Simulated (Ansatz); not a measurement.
Species: C3H10O2Si (charge 0, singlet). 
Structure (B3LYP-D3(BJ)/def2-TZVP (Ansatz, an electronic-structure program) minimum search):
```xyz
16

O      2.9185     0.4597     0.3388
C      1.6296     0.2461    -0.2356
C      0.9618    -0.8778     0.5344
C     -0.4104    -1.2720    -0.0325
Si    -1.7891    -0.0261     0.1528
O     -1.4746     1.2576    -0.8513
H      3.3356     1.2029    -0.1077
H      1.0244     1.1571    -0.1874
H      1.7183    -0.0339    -1.2936
H      1.6327    -1.7407     0.5193
H      0.8677    -0.5753     1.5809
H     -0.3235    -1.5397    -1.0912
H     -0.7612    -2.1787     0.4730
H     -1.8813     0.4335     1.5644
H     -3.0889    -0.6510    -0.2085
H     -2.1133     1.9735    -0.8865
```

Computed values are from Ansatz. Cores are frozen in the correlated levels unless marked. Open shells are spin-unrestricted. No spin-orbit coupling. Non-relativistic. Basis-set limits of correlation are two-point, X^-3; Hartree-Fock from the larger set.

atomisation energy De: 6078.8 kJ/mol at CCSD(T)/CBS(cc-pV(T+d)Z,cc-pV(Q+d)Z)
total energy: -559.6304 Eh at CCSD(T)/CBS(cc-pV(T+d)Z,cc-pV(Q+d)Z)
dipole moment: 1.82 D at CCSD(T)/aug-cc-pV(D+d)Z
T1 diagnostic: 0.010 at CCSD/cc-pV(Q+d)Z
